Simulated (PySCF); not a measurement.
The multiplicity is imposed and other spin states were not computed.

## [Rh(Cl)3] (charge 0, multiplicity 1)

All values below come from PySCF 2.14.0 with TPSSh-D3(BJ)/def2-TZVP // BP86-D3(BJ)/def2-SVP.

```yaml
HOMO: -7.43 eV
dipole_moment: 1.65 D
HOMO–LUMO gap: 1.99 eV
LUMO: -5.44 eV
charge on the central atom (Mulliken): 0.75 e
total_energy: -1491.2799 Ha
cost: around 2.4 core-minutes (rough)
```

Bonded distances (Å): Rh1–Cl2 2.201, Rh1–Cl3 2.201, Rh1–Cl4 2.201. Angles (°): Cl2–Rh1–Cl3 109.5, Cl2–Rh1–Cl4 109.6, Cl3–Rh1–Cl4 109.6.
